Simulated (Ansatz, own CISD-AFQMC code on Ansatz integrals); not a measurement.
CH6B2, SMILES `BBC` (charge 0, multiplicity 1).

Z-matrix (Å, degrees):
```
B
H 1 1.2096
C 1 1.5641 2 115.89
H 3 1.0903 1 116.36 2 178.67
H 3 1.0967 4 108.80 1 124.11
H 3 1.0976 4 108.51 5 113.26
B 1 1.6383 2 115.98 3 -179.70
H 7 1.2012 1 122.27 2 88.89
H 7 1.2012 8 115.54 1 177.86
```
Charge 0, spin multiplicity 1.

Frozen-core correlation energies in cc-pVDZ at a geometry from PBE0-D3(BJ)/def2-TZVP, on an HF energy of -90.68874 Ha (<S^2> = 0.00). Wave-function levels are from Ansatz, the walk from an own CISD-AFQMC code on Ansatz integrals (time step 0.005/Ha, trial state from CCSD amplitudes, largest double 0.03).

```json
[
 {"level": "MP2", "correlation energy (mHa)": "-308.6"},
 {"level": "CCSD", "correlation energy (mHa)": "-359.5"},
 {"level": "CCSD(T)", "correlation energy (mHa)": "-368.6"}
]
```

**Question.** What correlation energy does phaseless AFQMC give, and where does it lie among these levels?

**Answer.** -370.0 ± 0.3 mHa (one standard error). AFQMC minus each level: MP2 -61.4 mHa, CCSD -10.5 mHa, CCSD(T) -1.5 mHa.
